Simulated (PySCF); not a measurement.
Species: C4H5F3N (doublet state).
Geometry (GFN2-xTB, Å), atoms numbered from 1 in this order:
```xyz
13
C4H5F3N angstrom
C      2.055    0.115   -0.218
C      0.711    0.275    0.353
F      0.629    0.970    1.499
C     -0.468   -0.235   -0.198
N     -0.411   -0.950   -1.273
C     -1.772    0.114    0.529
F     -2.118    1.403    0.290
F     -2.788   -0.649    0.065
H      2.456    1.083   -0.527
H      2.739   -0.290    0.530
H      1.990   -0.546   -1.077
H     -1.317   -1.266   -1.610
H     -1.710   -0.024    1.620
```

The hyperfine couplings belong to this conformer and change with its torsions.

As a line formula: `[H]/N=C(/[C](C)F)C(F)F` [radical].

Computed with UKS B3LYP, pcH-1 on C F H N, non-relativistic, mean-field spin-orbit, GIAO (PySCF 2.14.0). Isolated species at its GFN2-xTB geometry (one conformer only). The geometry wasn't refined by DFT: couplings that depend on bond lengths, twists or pyramidal angles can differ widely from those at the functional's own minimum. The SCF solution wasn't tested for stability.

The largest Mulliken spin populations are on C2 (+0.63), N5 (+0.50) and C4 (-0.17). The positive populations add up to 1.25 and the negative ones to -0.25, together 2S = 1. The angles at C2 add up to 360.0°, so it is planar.

How do the β-proton couplings of this frozen conformer go with θ, the angle between the C–H bond and the normal to the plane of the spin centre's three neighbours, both seen down the bond from centre to carbon?

| β H | on | centre | θ (°) | cos²θ | a (G) |
| --- | --- | --- | --- | --- | --- |
| H9 | C1 | C2 | 25 | 0.83 | +28.69 |
| H10 | C1 | C2 | 37 | 0.63 | +22.28 |
| H11 | C1 | C2 | 84 | 0.01 | +0.76 |

Fitting the Heller–McConnell form a = ρ(B0 + B2 cos²θ), with Mulliken ρ = 0.63, gives B0 = 0.7 G and B2 = 54.7 G, with a largest miss of 0.1 G. By this fit the coupling would be 34.7 G at θ = 0° and 0.4 G at 90°.

What would the freely rotating methyl group on C1 show?

Three equal couplings, a 1:3:3:1 quartet. The mean of the three values of this geometry estimates the splitting: 17.2 G, or 48.4 MHz (three bonds 120° apart have a mean cos²θ of 1/2 at any torsion).

Couplings in gauss use g_iso = 2.0041.

Time: 66 s wall (grids of density and orbitals included); peak memory 0.98 GiB. Hardware: one thread, Arm Neoverse V1 (aarch64), no GPU (shared host).
